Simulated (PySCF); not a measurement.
ClH5OSi2. Atoms are numbered in the order given.

```xyz
9

Si    -2.0234     0.2040    -0.4873
O     -0.4345     0.4813    -0.9215
Si     1.1302     0.2806    -0.4544
Cl     1.1669    -0.7097     1.3758
H     -2.2703    -1.2581    -0.3481
H     -2.8820     0.7588    -1.5661
H     -2.3302     0.8845     0.8014
H      1.7778     1.6015    -0.2756
H      1.8493    -0.5554    -1.4444
```

Geometry: B3LYP-D3(BJ)/def2-SVP. Other conformers were not sampled.

Computed with KT2/pcSseg-1 (PySCF).

GIAO shieldings, no solvent; atoms alike by connectivity are averaged. δ = σ(ref) − σ: ²⁹Si against TMS (σ = 361.9 ppm); ¹⁷O against H2O (σ = 330.4 ppm); ³⁵Cl against HCl (σ = 945.4 ppm); ¹H against TMS (σ = 31.47 ppm), references at their B3LYP-D3(BJ)/def2-TZVP geometries, non-relativistic (without spin–orbit terms, shifts of atoms bonded to Cl or Br come out too high).

### Question
Estimate the chemical shifts. (An estimate is asked for; the answer gives what the named calculation found.)

### Answer

```
nucleus       atoms  count  δ (ppm)
-------  ----------  -----  -------
²⁹Si            Si3      1    -10.7
²⁹Si            Si1      1    -32.8
¹⁷O              O2      1     42.4
³⁵Cl            Cl4      1     65.7
¹H           H8, H9      2     5.92
¹H       H5, H6, H7      3     5.43
```
